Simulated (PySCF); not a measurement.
Species: cyclo-(Cl2SiO)2.
Bonds: Si1–Cl2, Si1–Cl3, Si1–O4, Si1–O8, O4–Si5, Si5–Cl6, Si5–Cl7, Si5–O8.

Level of theory: PySCF 2.14.0, PBE0-D3(BJ)/def2-SVP geometry optimisation, gas phase.

Problem. Give the optimised bond lengths and angles.

Solution. 
| bond | length (pm) |
| --- | --- |
| Si1–Cl2 and 3 like bonds | 202.2 |
| Si1–O4 and 3 like bonds | 168.4 |

Bonds in one row agree within 1 pm and their mean is given. A selection of angles:
| angle | degrees |
| --- | --- |
| Cl2–Si1–Cl3 | 110.1 |
| Cl2–Si1–O4 | 113.8 |
| O4–Si1–O8 | 89.9 |
| Si1–O4–Si5 | 90.1 |

Dihedral angles: Cl2–Si1–O4–Si5 116° (anticlinal); Cl2–Si1–O8–Si5 -116° (anticlinal); Si1–O4–Si5–Cl6 -116° (anticlinal); O4–Si5–O8–Si1 0° (synperiplanar).

Si1 (silicon bonded to 2 Cl and 2 O) has angles from 89.9° to 114.0°. All 4 O–Si bonds measure 1.683 to 1.684 Å. All 4 Cl–Si bonds measure 2.021 to 2.023 Å.

Point group: D2h (tolerance 0.08 Å). No PBE0-D3(BJ)/def2-SVP frequencies stand behind this structure, so it isn't proved a minimum. One conformer, not necessarily the lowest.

Time: 5.2 min wall, 4.1 min CPU; peak memory 0.57 GiB. Hardware: an Intel Xeon at 2.50 GHz with one thread, no GPU, shared host. That covers the optimisation of the geometry.
